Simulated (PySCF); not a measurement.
Electron correlation in F (fluorine, neutral)

[He] 2s2 2p5, 2P determinant. Computed with PySCF 2.14 in x2c-QZVPPall with one added diffuse shell each of s, p, d, f type (8s5p4d3f1g, 73 functions), with the spin-free X2C one-electron Hamiltonian (Gaussian nucleus). Frozen: nothing; 9 electrons correlated.

MP2 pair energies summed by pair of shells (mhartree):

```json
{"pair": "2p-2p", "energy": "-134.09", "share (%)": "54.4"}
{"pair": "2s-2p", "energy": "-76.05", "share (%)": "30.9"}
{"pair": "1s-1s", "energy": "-14.08", "share (%)": "5.7"}
{"pair": "2s-2s", "energy": "-11.16", "share (%)": "4.5"}
{"pair": "1s-2p", "energy": "-8.44", "share (%)": "3.4"}
{"pair": "1s-2s", "energy": "-2.68", "share (%)": "1.1"}
```

Total MP2 correlation energy: -246.49 mhartree.

Same-spin part -55.74 and opposite-spin part -190.75 mhartree; SCS-MP2 scales them by 1/3 and 6/5 to -247.48 mhartree.

This basis was not built for core-valence correlation, so the inner-shell part is incomplete.
